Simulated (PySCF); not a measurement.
# Exercise with solution: oscillator strength and radiative lifetime

C3H7N, SMILES C/C=N\C.

Geometry optimised at r2SCAN-D4/def2-SVP. The structure was generated by enumeration; whether it is a known compound was not checked.

TDDFT-PBE/def2-SVPD (PySCF 2.14.0) puts the first singlet state with f over 0.02 at 7.38 eV (vertical), with the transition dipole (-0.171, 1.253, 0.000) in atomic units.

Question: Find the oscillator strength, the wavelength and the radiative lifetime that this transition would have in vacuum if emission retraced absorption.

Answer: 
|μ|² = 1.5992 au, so |μ| = 3.21 D. ΔE = 7.38/27.211 = 0.2712 hartree. f = (2/3) ΔE |μ|² = 0.289 (the program prints 0.289).
λ = 1239.84/7.38 = 168 nm; ν = 59524 cm⁻¹.
Einstein's coefficient A = 0.6670 ν² f s⁻¹ (ν in cm⁻¹) = 6.8e8 s⁻¹, so τ = 1/A = 1.5 ns. This state is S6; the lower singlets have f = 0.002, 0.017, 0.006, 0.000, 0.007. The figure is the radiative limit of this one transition; relaxation, internal conversion, crossing to triplets and a medium change what is measured.
